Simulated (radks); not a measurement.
Results of a calculation; reference values are marked as such.
Au4+, configuration [Kr] 4d10 4f14 5p6 5d7 6s2 (not the ground configuration). Level of theory: Dirac Kohn-Sham, LDA (Slater exchange, VWN5 correlation), spin-unpolarised, spherical densities, point nucleus; open shells fill j = l - 1/2 first (a radial shooting solver on a logarithmic mesh with Libxc functionals).

Radial electron density D(r) = 4 pi r^2 rho(r):

| r (bohr) | D(r) (e/bohr) |
|---|---|
| 0.001145 | 13.01 |
| 0.001539 | 19.81 |
| 0.002069 | 29.54 |
| 0.002782 | 42.79 |
| 0.00374 | 59.64 |
| 0.005069 | 79.49 |
| 0.006815 | 98.18 |
| 0.009163 | 111.3 |
| 0.01232 | 114.1 |
| 0.01656 | 107.3 |
| 0.02227 | 101.2 |
| 0.02994 | 110.8 |
| 0.04025 | 135.0 |
| 0.05412 | 146.5 |
| 0.07276 | 127.9 |
| 0.09782 | 116.1 |
| 0.1315 | 134.4 |
| 0.1782 | 121.0 |
| 0.2396 | 79.30 |
| 0.3222 | 83.45 |
| 0.4332 | 82.79 |
| 0.5824 | 45.48 |
| 0.783 | 23.35 |
| 1.053 | 16.62 |
| 1.415 | 9.332 |
| 1.903 | 3.912 |
| 2.558 | 1.158 |
| 3.44 | 0.1623 |
| 4.625 | 0.006993 |

D(r) has 4 maxima, at r = 0.0114, 0.0520, 0.144, 0.375 bohr, and minima at 0.0224, 0.0932, 0.266 bohr, inside which lie 2.04, 11.11, 30.04 electrons.
